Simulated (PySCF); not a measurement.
Si(Cl)2(H)(tBu), C4H10Cl2Si, SMILES CC(C)(C)[SiH](Cl)Cl, singlet (GFN2-xTB optimised geometry):

```
17

Si     0.278    -1.424     0.000
Cl    -0.380    -2.390     1.647
Cl     2.298    -1.424     0.000
C     -0.375     0.386     0.000
C      0.117     1.119    -1.251
C      0.119     1.140     1.240
C     -1.907     0.389     0.000
H     -0.177    -2.162    -1.173
H     -0.252     2.144    -1.254
H      1.204     1.150    -1.282
H     -0.237     0.629    -2.155
H     -0.256     2.162     1.230
H      1.207     1.179     1.264
H     -0.229     0.660     2.152
H     -2.298    -0.118    -0.879
H     -2.279     1.412    -0.003
H     -2.297    -0.111     0.884
```

Computed with B3LYP/def2-SVP run with PySCF.

Question: What are the frontier orbital energies and the dipole moment?

Answer: HOMO-2 -9.01 eV, HOMO-1 -8.74 eV, HOMO -7.80 eV, LUMO 0.92 eV, LUMO+1 1.04 eV; dipole moment 1.63 D.

On the same geometry PBE/def2-SVP (PySCF) gives HOMO-2 -7.89 eV, HOMO-1 -7.64 eV, HOMO -6.75 eV, LUMO 0.13 eV, LUMO+1 0.25 eV; dipole moment 1.61 D.

Meta-Löwdin charges at B3LYP/def2-SVP: Si1 0.81, Cl2 -0.27, Cl3 -0.27, C4 -0.14, C5 -0.28, C6 -0.29, C7 -0.28, H8 -0.12, H9 0.09, H10 0.09, H11 0.09, H12 0.09, H13 0.09, H14 0.09, H15 0.09, H16 0.09, H17 0.09.
